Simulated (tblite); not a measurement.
C5H12B2Si.
Numbering: `[CH2:1]=[CH:2]/[C:3]([SiH3:4])=[CH:5]\[BH:6][BH:7][CH3:8]` (hydrogens: H9, H10 on C1; H11 on C2; H12, H13, H14 on Si4; H15 on C5; H16 on B6; H17 on B7; H18, H19, H20 on C8)

Computed with GFN2-xTB (tblite), gas phase: L-BFGS steps from a force-field or distance-geometry start until the largest atomic force falls under 0.01 eV/Å.

Step 125: E = -569.1027 eV
```
atom  x, y, z in Å  |  force x, y, z in eV/Å
C1     -1.9631    2.0964    1.5615   -0.015   0.032   0.034
C2     -1.0089    1.3325    1.0424    0.023   0.021   0.005
C3     -1.1812    0.3726   -0.0357    0.022   0.070   0.048
Si4    -2.8928   -0.1079   -0.6688    0.023  -0.049  -0.032
C5     -0.0729   -0.1355   -0.6086    0.039   0.054  -0.033
B6      1.4102    0.2323   -0.3310   -0.054   0.000  -0.007
B7      2.4832   -0.8012    0.3282    0.046  -0.046   0.051
C8      3.2697   -1.8001   -0.6160    0.004  -0.062  -0.039
H9     -2.9823    2.0665    1.2093    0.062  -0.039   0.025
H10    -1.7579    2.7911    2.3599   -0.001   0.009  -0.034
H11     0.0108    1.4127    1.4143   -0.092   0.012   0.011
H12    -3.9417   -0.0789    0.3526    0.044  -0.050   0.037
H13    -2.7709   -1.4641   -1.2130   -0.053  -0.032  -0.002
H14    -3.2852    0.7959   -1.7531   -0.024   0.064  -0.042
H15    -0.2157   -0.8712   -1.3950    0.019  -0.043  -0.028
H16     1.7490    1.2866   -0.7379    0.004  -0.007   0.033
H17     2.7484   -0.8795    1.4745   -0.038   0.025  -0.048
H18     3.1894   -1.5685   -1.6757   -0.030  -0.067  -0.015
H19     2.8789   -2.8094   -0.4659   -0.025   0.078  -0.023
H20     4.3278   -1.8595   -0.3724    0.045   0.032   0.058
```

Step 126: E = -569.1061 eV
```
atom  x, y, z in Å  |  force x, y, z in eV/Å
C1     -1.9519    2.0858    1.5686   -0.104   0.053   0.064
C2     -1.0056    1.3195    1.0428    0.093  -0.043  -0.069
C3     -1.1842    0.3682   -0.0441   -0.010   0.083   0.051
Si4    -2.9030   -0.1040   -0.6695    0.007  -0.018  -0.006
C5     -0.0782   -0.1282   -0.6311   -0.010   0.011  -0.045
B6      1.4048    0.2351   -0.3564   -0.030  -0.034   0.004
B7      2.4793   -0.7853    0.3189    0.077  -0.104   0.009
C8      3.2780   -1.8064   -0.5954    0.023   0.012  -0.009
H9     -2.9757    2.0579    1.2272    0.092  -0.028   0.019
H10    -1.7379    2.7779    2.3669   -0.006   0.009  -0.023
H11     0.0168    1.3944    1.4088   -0.089   0.015   0.009
H12    -3.9395   -0.1055    0.3700    0.093  -0.060  -0.006
H13    -2.7766   -1.4438   -1.2534   -0.060  -0.021   0.004
H14    -3.3249    0.8280   -1.7215   -0.001   0.037  -0.015
H15    -0.2195   -0.8528   -1.4301    0.004  -0.013   0.005
H16     1.7461    1.2813   -0.7737    0.024   0.057   0.008
H17     2.7400   -0.8367    1.4668   -0.034   0.026  -0.023
H18     3.2101   -1.6000   -1.6613   -0.004  -0.044  -0.002
H19     2.8838   -2.8096   -0.4318   -0.062   0.010   0.005
H20     4.3329   -1.8651   -0.3321    0.000   0.053   0.021
```

**Question.** Estimate the geometry and energy of step 127. (The exact step hangs on the optimiser's Hessian estimate; all steps are aligned on step 126, rigid shifts and turns removed.)

**Answer.** E = -569.1093 eV, largest force 0.207 eV/Å
```
atom  x, y, z in Å  |  force x, y, z in eV/Å
C1     -1.9378    2.0628    1.5864   -0.038  -0.030   0.021
C2     -0.9981    1.2950    1.0490    0.023   0.007  -0.062
C3     -1.1869    0.3589   -0.0484    0.034   0.037  -0.036
Si4    -2.9097   -0.1031   -0.6731   -0.067   0.003  -0.011
C5     -0.0827   -0.1106   -0.6628   -0.086  -0.005   0.000
B6      1.4015    0.2513   -0.4046    0.029   0.011  -0.031
B7      2.4786   -0.7466    0.3003    0.136  -0.155   0.007
C8      3.2768   -1.8218   -0.5579   -0.031  -0.002   0.028
H9     -2.9635    2.0347    1.2552    0.041  -0.018  -0.006
H10    -1.7145    2.7517    2.3824    0.001   0.035   0.029
H11     0.0271    1.3648    1.4040   -0.049   0.024   0.027
H12    -3.9280   -0.1762    0.3912    0.173  -0.064  -0.094
H13    -2.7717   -1.4075   -1.3430   -0.077   0.079   0.054
H14    -3.3708    0.8940   -1.6567    0.040  -0.057   0.057
H15    -0.2216   -0.8161   -1.4793   -0.022  -0.009   0.004
H16     1.7441    1.2845   -0.8576    0.015   0.015   0.026
H17     2.7405   -0.7328    1.4512   -0.035   0.008  -0.068
H18     3.2252   -1.6684   -1.6347    0.005  -0.014   0.040
H19     2.8592   -2.8103   -0.3560   -0.056   0.056   0.012
H20     4.3271   -1.8935   -0.2761   -0.035   0.078   0.002
```

The energy changes by -0.0032 eV. The first-order estimate −F·Δx gives -0.0067 eV and the mean of the old and new forces, exact on a quadratic surface, -0.0024 eV. The step makes an angle of 86° with the force vector and moves no atom by more than 0.105 Å.

The cost below is that of the whole relaxation. Hardware: Intel Xeon at 2.50 GHz, one thread, no GPU, on a shared host. Cost: 4.7 s wall.
